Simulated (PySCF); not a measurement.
C5H8O, SMILES C=C(C)CC=O.

Coordinates come from a ωB97X-D3(BJ)/def2-SVP optimisation. The values are those of a single conformer.

Two levels are set side by side: TDA-PBE/def2-SVPD (PySCF) and TDA-LC-ωPBE/def2-SVPD (PySCF). Vertical, same geometry. The lowest singlet is HOMO→LUMO 99 % with PBE and HOMO→LUMO 52 %, HOMO−1→LUMO 30 % with the other functional; states are paired by order. Differences are taken from unrounded values.

```csv
quantity,TDA-LC-ωPBE
lowest singlet excitation (eV),4.24
lowest triplet excitation (TDA) (eV),3.55
```

Problem. What does TDA-PBE give, and how far is it from TDA-LC-ωPBE? (An estimate is asked for; the answer gives what the named calculation found.)

Solution. 
| quantity | TDA-PBE | TDA-PBE minus TDA-LC-ωPBE |
|---|---|---|
| lowest singlet excitation (eV) | 3.90 | -0.34 |
| lowest triplet excitation (TDA) (eV) | 3.29 | -0.25 |

Functionals without exact exchange tend to place singlet excitations lower, as here. Differences between two approximate levels are no errors against the true value.

Rough cost on one machine, each run with all the roots and properties that it gave: TDA-LC-ωPBE against TDA-PBE about 5 times.
